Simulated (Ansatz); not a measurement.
Ga(CF3)(H)2 (CH2F3Ga), SMILES [GaH2][C](F)(F)F.

Geometry: PBE0-D3(BJ)/def2-SVP. The structure was generated by enumeration; whether it is a known compound was not checked.

Two levels are set side by side: PBE/def2-SVPD (Ansatz, an electronic-structure program) and CAM-B3LYP/def2-SVPD (Ansatz). Energy differences of separate SCF runs at the same geometry; the states with an electron removed or added have multiplicity 2 and 2. Differences are taken from unrounded values.

```json
[
 {"quantity": "vertical ionisation energy (eV)", "CAM-B3LYP": "11.31", "PBE": "10.64", "PBE minus CAM-B3LYP": "-0.67"},
 {"quantity": "vertical electron affinity (eV)", "CAM-B3LYP": "0.56", "PBE": "0.55", "PBE minus CAM-B3LYP": "0.00"},
 {"quantity": "vertical singlet–triplet gap (eV)", "CAM-B3LYP": "4.95", "PBE": "4.30", "PBE minus CAM-B3LYP": "-0.65"}
]
```
